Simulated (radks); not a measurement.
Values are calculated unless marked as measured or tabulated.
The sulfur ion S4+, configuration [He] 2s2 2p5 3s2 4s1 (not the ground configuration). Level of theory: scalar-relativistic Kohn-Sham, exchange-only r2SCAN, spin-unpolarised, spherical densities, finite nucleus; meta-GGA in the generalised Kohn-Sham scheme; Fermi nuclear charge, rms radius 3.2611 fm (a radial shooting solver on a logarithmic mesh with Libxc functionals).

Normalised radial functions P(r) = r R(r), r in bohr:

r	3d
0.003129	0.0000
0.003556	0.0000
0.004042	0.0000
0.004593	0.0000
0.005221	0.0000
0.005934	0.0000
0.00669	0.0000
0.007604	0.0000
0.008642	0.0000
0.009822	0.0000
0.01116	0.0000
0.01269	0.0000
0.01442	0.0001
0.01639	0.0001
0.01863	0.0001
0.02117	0.0002
0.02387	0.0003
0.02713	0.0004
0.03083	0.0006
0.03505	0.0008
0.03983	0.0012
0.04527	0.0016
0.05145	0.0023
0.05848	0.0033
0.06646	0.0047
0.07554	0.0066
0.08585	0.0092
0.0968	0.0125
0.11	0.0173
0.125	0.0237
0.1421	0.0323
0.1615	0.0436
0.1836	0.0585
0.2086	0.0776
0.2371	0.1017
0.2695	0.1319
0.3063	0.1688
0.3454	0.2103
0.3925	0.2623
0.4461	0.3221
0.5071	0.3890
0.5763	0.4613
0.655	0.5370
0.7444	0.6151
0.8461	0.6900
0.9616	0.7541
1.093	0.7989
1.242	0.8172
1.401	0.8062
1.592	0.7613
1.809	0.6875
2.056	0.5895
2.337	0.4743
2.656	0.3548
3.019	0.2532
3.431	0.1700
3.9	0.1029
4.432	0.0555
4.997	0.0278
5.68	0.0116
6.455	0.0042
7.337	0.0012
8.338	0.0003
9.477	0.0001

3d (empty): eigenvalue -42.634 eV, 0 radial nodes, <r> = 1.55 bohr, 90 % of the charge inside 2.43 bohr.
